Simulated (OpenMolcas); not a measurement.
Tl⁺: effect of the active space

```json
{"Program": "OpenMolcas 26.06", "Method": "SS-CASPT2 or its RAS form, IPEA 0.25 Eh, imaginary shift 0.1 Eh", "Basis": "ANO-R3", "Scalar Hamiltonian": "X2C, finite nucleus", "Spin-orbit coupling": "state interaction with AMFI integrals over the reference wave functions, term energies averaged over their components"}
```

A. 2 electrons in 4 orbitals (6s 6p); 2S+1 = 3 even, 3 roots; 2S+1 = 1 even, 7 roots; 2S+1 = 3 odd, 3 roots; 2S+1 = 1 odd, 3 roots; closed shells correlated: 5d; CASPT2 step about 8 core-seconds
B. 2 electrons in 9 orbitals (RAS2 6s 6p; RAS3 6d, at most 2 electrons); 2S+1 = 3 even, 3 roots (0 in the spin-orbit step); 2S+1 = 1 even, 1 root; 2S+1 = 3 odd, 3 roots; 2S+1 = 1 odd, 3 roots; closed shells correlated: 5d; CASPT2 step of the order of 7 core-seconds

Energies in cm⁻¹ above 6s² ¹S₀, the measured ground level; measured values from NIST Handbook of Basic Atomic Spectroscopic Data.

| Level | A | B | Measured |
| --- | --- | --- | --- |
| 6s² ¹S₀ | 0.0 | 0.0 | 0.0 |
| 6s 6p ³P°₀ | 50180 | 50790 | 49451 |
| 6s 6p ³P°₁ | 53060 | 53550 | 52394 |
| 6s 6p ³P°₂ | 60670 | 61290 | 61728 |
| 6s 6p ¹P°₁ | 74990 | 74870 | 75663 |

Deviations, from unrounded energies. A percentage is the sum of absolute deviations over the sum of measured energies, with the sign that they share, or ± where signs differ.

| Against measurement | Levels | A | B |
| --- | --- | --- | --- |
| mean absolute deviation (cm-1) | 4 | 780 | 930 |
| other configurations (%) | 4 | ±1.3 | ±1.6 |

A lies closest to measurement on these levels. The largest miss of A in the table is 6s 6p ³P°₂, by -1100 cm-1. The ranking rests on the paired levels alone, and a cruder setting can come out closer through cancelling errors.

Between A and B the level of the table that moves most is 6s 6p ³P°₂, by 620 cm-1 (lowest in A, highest in B). Moves below CASPT2's spread within the term are not significant.

Spin-orbit splittings of 6p shells tend to come out small when the coupling is added on scalar orbitals. Some high roots are left out of the spin-orbit mixing, which shifts the levels that they would mix with (holds for B). Active for correlation alone: 6d; no level in the range computed is led by a configuration that fills it, so any true level of that kind is missing (holds for B). Measured partners are found by configuration, term and J. A level has none where our copy of the source lacks it or the pairing is in doubt (some pairs that miss far off the trend of their configuration count as doubtful), and it then counts in no deviation. Levels of configurations outside the active space are missing. Levels that lie high or do not pair safely by name in every column are left out.

° marks odd parity.
